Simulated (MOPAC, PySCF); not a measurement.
C₂H₃BO, SMILES `B=C=CO`, neutral singlet in the gas phase. 

Cartesian coordinates (Å):
```xyz
7

B      1.9693    -0.0532     0.6220
C      0.6338    -0.0513     0.4127
C     -0.6870    -0.1363     0.2721
O     -1.4067     0.7218    -0.4933
H      3.1347    -0.0415     0.7946
H     -1.2947    -0.9107     0.7674
H     -2.3495     0.4712    -0.4493
```
Charge 0, spin multiplicity 1.

All levels are single points at this geometry (PBE-D3(BJ)/def2-TZVP); Pople sets use spherical d functions. Orbital energies aren't observables, and empty levels follow the basis.

| level | HOMO (eV) | LUMO (eV) | gap (eV) | dipole (D) | vertical IE, Delta-SCF (eV) |
|---|---|---|---|---|---|
| PBE-D3(BJ)/def2-TZVP in PySCF | -5.31 | -2.89 | 2.42 | 2.77 | 8.62 |
| B3LYP/6-311+G** in PySCF | -6.24 | -2.28 | 3.96 | 2.62 | – |
| B3LYP/6-31G* in PySCF | -5.78 | -1.75 | 4.02 | 2.74 | 8.35 |
| BP86/6-31G* in PySCF | -5.00 | -2.56 | 2.44 | 2.89 | – |
| M06-2X/6-31G* in PySCF | -7.20 | -0.72 | 6.48 | 2.67 | – |
| SVWN5/6-31G* in PySCF | -5.03 | -2.68 | 2.35 | 2.96 | 8.65 |
| HF/3-21G in PySCF | -8.58 | 1.87 | 10.45 | 2.98 | – |
| HF/6-31G* in PySCF | -8.50 | 2.08 | 10.57 | 2.59 | 6.95 |
| HF/STO-3G in PySCF | -6.42 | 5.27 | 11.69 | 2.18 | – |
| AM1 in MOPAC | -8.43 | 0.40 | 8.83 | 1.51 | – |
| PM3 in MOPAC | -9.80 | -0.68 | 9.13 | 3.64 | – |
| PM6 in MOPAC | -8.64 | -0.28 | 8.36 | 2.03 | – |
| PM7 in MOPAC | -9.02 | -0.89 | 8.14 | 3.08 | – |
